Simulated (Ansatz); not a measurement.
`[CH3][Sn][NH2]` + CH₃OH → `C[O][Sn][NH2]` + CH₄ at 298.15 K and 1 bar (ligand exchange at the Sn–C bond).

Isolated molecules relaxed with PBE0-D4/def2-TZVP in Ansatz; ΔE leaves out vibrations. CBS: MP2 limit from def2 TZ/QZ plus the TZ coupled-cluster correction, frozen cores. This one scheme is used for every species. def2 core potentials past Kr. For Sn outer-core shells are correlated without core-valence functions, which leaves a few kJ/mol of doubt a bond. Each species was taken in one conformer, which may not be the lowest.

```csv
species,CCSD(T)/CBS energy (Eh),H − E (kJ/mol),S (J/(mol·K))
`[CH3][Sn][NH2]`,-309.80337,174.8,329.1
CH₃OH,-115.61712,146.3,238.2
`C[O][Sn][NH2]`,-384.99617,193.1,342.2
CH₄,-40.46206,127.4,186.2
```

H − E and S are ideal-gas, rigid-rotor, harmonic terms from PBE0-D4/def2-TZVP, for one conformer and one mirror image of each species. 1 Eh = 2625.50 kJ/mol, R = 8.31446 J/(mol·K).

By hand: ΔE, ΔH, ΔS and ΔG.

ΔE = (-384.99617) + (-40.46206) − (-309.80337) − (-115.61712) = -0.03774 Eh = -99.1 kJ/mol. Δ(H − E) = 193.1 + 127.4 − 174.8 − 146.3 = -0.6, so ΔH = -99.7 kJ/mol. ΔS = 342.2 + 186.2 − 329.1 − 238.2 = -38.9 J/(mol·K). ΔG = -99.7 − 298.15 × (-38.9)/1000 = -88.1 kJ/mol.

By hand: the equilibrium constant, and the temperature at which ΔG would vanish if ΔH and ΔS stayed fixed.

log₁₀ K = −ΔG/(RT ln 10) = 15.4. ΔG = 0 at ΔH/ΔS = 2563 K, far beyond where these terms or the molecules hold.

ΔH outweighs TΔS. A doubt of 5 kJ/mol in ΔE shifts log₁₀ K by 0.9 here. Other conformers and mirror images would add mixing entropy, several J/(mol·K) or more a flexible species. Modes under 60 cm⁻¹, often nearly free rotors, make the harmonic entropy too high. These are equilibria of isolated gas molecules and say nothing of rates. Largest T1 diagnostic: 0.017 (customary marks: 0.02 for closed shells, 0.045 for open ones).
